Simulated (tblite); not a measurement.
Species: C₃H₁₀OSSi₂.
SMILES with atom numbers: `[O:1]=[SH:2]/[CH:3]=[CH:4]\[CH:5]([SiH3:6])[SiH3:7]` (hydrogens: H8 on S2; H9 on C3; H10 on C4; H11 on C5; H12, H13, H14 on Si6; H15, H16, H17 on Si7)

Cartesian coordinates in Å at the GFN2-xTB level; atoms count from 1:
```
atom  x, y, z in Å
O1     3.6305   -1.5780    1.0483
S2     2.4650   -0.6965    1.0128
C3     1.4571   -1.2669   -0.3817
C4     0.2337   -0.8087   -0.5986
C5    -0.4237    0.2477    0.1986
Si6   -0.5950    1.8279   -0.8678
Si7   -2.0905   -0.3942    0.8840
H8     2.8993    0.4444    0.2704
H9     1.9309   -2.0481   -0.9539
H10   -0.3394   -1.2045   -1.4293
H11    0.2162    0.4961    1.0500
H12   -1.1832    2.8847   -0.0464
H13   -1.4439    1.5460   -2.0257
H14    0.7386    2.2269   -1.3261
H15   -2.9654   -0.7463   -0.2358
H16   -1.8360   -1.5811    1.7017
H17   -2.7012    0.6625    1.6896
```

All values are computed: GFN2-xTB (tblite) harmonic vibrations without scaling, gas phase. Against measured fundamentals such values can be off by several per cent, at times by over 20. Modes of hydrogen on silicon and sulfur can be 10 to 20 % off. One conformer, not necessarily the lowest.

Harmonic wavenumbers (cm⁻¹): 26.2, 50.1, 95.6, 116.2, 121.6, 153.3, 162.8, 251.1, 288.9, 386.8, 480.7, 507.3, 520.8, 531.4, 555.0, 679.8, 688.9, 763.4, 772.9, 773.8, 779.1, 779.6, 795.3, 802.7, 835.2, 850.8, 906.5, 968.3, 1042.6, 1098.7, 1124.7, 1157.3, 1214.6, 1307.7, 1657.7, 1806.6, 2248.6, 2257.6, 2267.8, 2270.6, 2272.6, 2283.9, 2942.1, 3023.5, 3092.8.

A = 2263, B = 718.9, C = 614.7 MHz; mass 149.999 u (most abundant isotopes); point group C1, symmetry number 1.

Problem. What is the zero-point energy?

Solution. ½Σν̃ = 23857 cm⁻¹ = 285.39 kJ/mol.

Problem. Entropy at 350 K, 1 bar (ideal gas, RRHO, classical rotation)?

Solution. Translation 174.68, rotation 128.16, vibration 176.66: S = 479.5 J/(mol K).

Problem. And Cp and H(350 K) − H(0)?

Solution. Cp = 199.50 J/(mol K), of which vibrations give 166.24 (their classical limit is 45 R = 374.2); H(350 K) − H(0) = 42.31 kJ/mol without the zero-point energy, 30.67 from vibrations.

Problem. Which modes carry the vibrational entropy at 350 K?

Solution. 26.2 cm⁻¹: 26.85; 50.1 cm⁻¹: 21.47; 95.6 cm⁻¹: 16.13; 116.2 cm⁻¹: 14.54; 121.6 cm⁻¹: 14.17; 153.3 cm⁻¹: 12.29 J/(mol K); the other 39 give 71.23 together.

Problem. Blend soft modes into free rotors: weight 1/[1 + (100 cm⁻¹/ν̃)⁴] for the oscillator and the rest for a rotor with moment μB/(μ + B), μ = h/(8π²ν), B = 10⁻⁴⁴ kg m². What vibrational entropy results?

Solution. 158.62 J/(mol K) in place of 176.66, which changes −T·S at 350 K by +6.32 kJ/mol.

Problem. How do the functions run with temperature in this model?

Solution. 
```json
{"T (K)": "100", "S (J/(mol K))": "313.1", "Cp (J/(mol K))": "88.6", "H − H(0) (kJ/mol)": "6.20", "G − H(0) (kJ/mol)": "-25.11", "ln q(vib)": "2.78"}
{"T (K)": "200", "S (J/(mol K))": "387.6", "Cp (J/(mol K))": "132.7", "H − H(0) (kJ/mol)": "17.20", "G − H(0) (kJ/mol)": "-60.32", "ln q(vib)": "6.09"}
{"T (K)": "300", "S (J/(mol K))": "450.3", "Cp (J/(mol K))": "179.1", "H − H(0) (kJ/mol)": "32.83", "G − H(0) (kJ/mol)": "-102.27", "ln q(vib)": "9.19"}
{"T (K)": "500", "S (J/(mol K))": "559.2", "Cp (J/(mol K))": "247.4", "H − H(0) (kJ/mol)": "76.05", "G − H(0) (kJ/mol)": "-203.56", "ln q(vib)": "15.12"}
{"T (K)": "800", "S (J/(mol K))": "689.6", "Cp (J/(mol K))": "306.2", "H − H(0) (kJ/mol)": "159.96", "G − H(0) (kJ/mol)": "-391.73", "ln q(vib)": "23.16"}
{"T (K)": "1000", "S (J/(mol K))": "760.7", "Cp (J/(mol K))": "330.6", "H − H(0) (kJ/mol)": "223.79", "G − H(0) (kJ/mol)": "-536.93", "ln q(vib)": "27.96"}
```

q(vib) and H(0) count from the zero-point level.

Problem. What must be added to the electronic energy to get the Gibbs energy at 350 K and 1 bar?

Solution. ZPE + [H(350 K) − H(0)] − T·S = 285.39 + 42.31 − 167.83 = 159.87 kJ/mol.

Hindered rotation and anharmonicity are outside this model. Other conformers, if any are populated, would add a mixing term that is left out. The structure is chiral; the term R ln 2 for an equal mix with its mirror image is left out.
